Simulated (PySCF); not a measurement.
How methods differ on the ionisation energy of La⁵⁰⁺

La⁵⁰⁺ [He] 2s2 2p3 (4S) → La⁵¹⁺ [He] 2s2 2p2 (3P), as a difference of total energies. Computed with PySCF 2.14 in an even-tempered Gaussian basis (19 s from 27 bohr⁻², ratio 2.2; 12 p from 34 bohr⁻², ratio 2.2; 5 d from 130 bohr⁻², ratio 2.4; 5 f from 200 bohr⁻², ratio 2.4; 4 g from 290 bohr⁻², ratio 2.4), with the spin-free X2C one-electron Hamiltonian (Gaussian nucleus). Correlated levels: nothing frozen; virtual orbitals above 40 to 60 times the deepest correlated orbital energy dropped. The calculations carry no spin-orbit coupling.

| method | ionisation energy (eV) |
| --- | --- |
| UHF | 9620.6 |
| LDA | 9614.6 |
| PBE | 9616.1 |
| PBE0 | 9617.6 |
| r2SCAN | 9621.1 |
| B97-3 | 9616.9 |
| TPSSh | 9616.8 |
| MP2 (all electrons) | 9620.6 |
| SCS-MP2 (all electrons) | 9620.0 |

Spin-orbit coupling is strong in these open shells (close to jj coupling). The scalar numbers leave it out and a first-order estimate fails, so it can dominate the gap to the real levels.

For this ion Breit and QED terms and the two-electron picture change, all absent here, outweigh the differences among the correlated methods.

For comparison: 9437 ± 4 eV (theoretical estimate listed by NIST; NIST Atomic Spectra Database, ionization energies).
